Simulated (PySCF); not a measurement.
From one molecule to another.

First species: GeH3(NHMe), CH₇GeN.
SMILES: `C[NH][GeH3]`

Second species: C2HNSe.
Geometry (PBE0-D3(BJ)/def2-SVP, Å), atoms numbered from 1 in this order:
```xyz
5
C2HNSe angstrom
N      2.053   -0.299   -0.225
C      0.908   -0.100   -0.263
C     -0.487    0.152   -0.318
Se    -1.660   -0.652    0.712
H     -0.799    0.898   -1.063
```

Levels: CAM-B3LYP/def2-SVPD for dipole moment, HOMO energy, LUMO energy, HOMO–LUMO gap, static isotropic polarisability and electronic spatial extent ⟨r²⟩ about the centre of nuclear charge; TDDFT CAM-B3LYP/def2-SVPD for lowest singlet excitation; TDA CAM-B3LYP/def2-SVPD for lowest triplet excitation (Tamm–Dancoff); ΔSCF CAM-B3LYP/def2-SVPD for vertical ionisation energy; PBE0-D3(BJ)/def2-SVP for rotational constant A and rotational constant C. Geometries: PBE0-D3(BJ)/def2-SVP. Each structure is a single optimised conformer of the isolated species, non-relativistic unless stated. Electronic properties by PySCF.

Values for the first species:

| Quantity | Value |
| --- | --- |
| Dipole moment | 0.65 D |
| HOMO energy | -7.76 eV |
| LUMO energy | 1.02 eV |
| HOMO–LUMO gap | 8.78 eV |
| Lowest singlet excitation | 5.49 eV |
| Lowest triplet excitation (Tamm–Dancoff) | 5.19 eV |
| Static isotropic polarisability | 54.2 au |
| Vertical ionisation energy | 8.60 eV |
| Electronic spatial extent ⟨r²⟩ about the centre of nuclear charge | 402 bohr² |
| Rotational constant A | 29.011 GHz |
| Rotational constant C | 3.446 GHz |

Question: Estimate the same properties for the second species, and the change in each.

Answer: 
```
                                                         property       first      second  second less first
                                                    dipole moment      0.65 D      2.84 D            +2.19 D
                                                      HOMO energy    -7.76 eV    -8.66 eV           -0.90 eV
                                                      LUMO energy     1.02 eV    -3.07 eV           -4.09 eV
                                                    HOMO–LUMO gap     8.78 eV     5.59 eV           -3.19 eV
                                        lowest singlet excitation     5.49 eV     1.55 eV           -3.94 eV
                         lowest triplet excitation (Tamm–Dancoff)     5.19 eV     1.04 eV           -4.15 eV
                                  static isotropic polarisability     54.2 au     58.0 au            +3.8 au
                                       vertical ionisation energy     8.60 eV     9.64 eV           +1.04 eV
electronic spatial extent ⟨r²⟩ about the centre of nuclear charge   402 bohr²   513 bohr²         +111 bohr²
                                            rotational constant A  29.011 GHz  36.958 GHz         +7.947 GHz
                                            rotational constant C   3.446 GHz   2.045 GHz         -1.401 GHz
```

On the first: The vertical singlet–triplet gap S1 − T1 is 0.30 eV (TDDFT singlet less Tamm–Dancoff triplet; S1: HOMO→LUMO, weight 0.71; T1: HOMO→LUMO, weight 0.48, beside HOMO→LUMO+1, weight 0.42). Relativistic effects, spin–orbit coupling among them, are left out although an element past zinc is present.

On the second: The vertical singlet–triplet gap S1 − T1 is 0.51 eV (TDDFT singlet less Tamm–Dancoff triplet; S1: HOMO→LUMO, weight 0.99; T1: HOMO→LUMO, weight 0.99). The dipole matches unit charges of opposite sign 0.59 Å apart (1 e·Å = 4.8032 D). Relativistic effects, spin–orbit coupling among them, are left out although an element past zinc is present.
